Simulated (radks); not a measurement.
Numerical settings for neutral ytterbium, [Xe] 4f14 6s2. All-electron calculation, scalar-relativistic Kohn-Sham, PBE, spin-unpolarised, spherical densities, finite nucleus; Fermi nuclear charge, rms radius 5.3108 fm. Program: a radial shooting solver on a logarithmic mesh with Libxc functionals. The defaults (mesh step 0.008 in ln r, mesh end at 40 bohr or more with all orbitals vanishing there, Anderson mixing 0.5 over 9 steps, residual threshold near 1e-9 with the energy settled to 1e-9 hartree or 1e-11 of itself, here a cap of 53 iterations) give E = -14058.1415 hartree and 4f at -3.021 eV in 36 iterations. Run on one thread of a shared host, so times are rough (Arm Neoverse N1): 0.44 s of CPU time, 0.44 s wall, 36 iterations on 2440 mesh points. Changes against that run (0 stands for a change within the tolerance of the run):

setting,iterations,converged,E (mhartree),e(4f) (meV),CPU (s)
mesh step in ln r 0.012,37,yes,0,0,0.31
mesh step in ln r 0.05,37,yes,-0.0623,-0.036,0.11
mesh step in ln r 0.08,4,no,diverged,-,0.02
mesh end (bohr) 2,16,level above zero,+1.8e+04,+6.07e+04,0.15
mesh end (bohr) 5,18,level above zero,+247,+3.81e+03,0.17
residual threshold 1e-05,31,yes,0,+0.147,0.4
residual threshold 0.1,30,yes,0,+2.39,0.39
mixing 2.5,32,yes,0,0,0.38
"linear mixing, mixing 1",53,no,+3.09e+05,-1.55e+06,1.9
"linear mixing, mixing 0.8",53,no,+9.52e+04,-4.45e+05,1.2
mixing history 2,37,yes,0,0,0.38
iteration cap 3,3,no,+78.9,+891,0.05

Settled on a wrong energy, with an occupied level pushed above zero by the early mesh end: mesh end (bohr) 2 (+18 hartree); mesh end (bohr) 5 (+0.247 hartree). Apart from these: no run marked as converged misses the energy by more than 1 mhartree. A mesh that ends early acts as a hard wall.
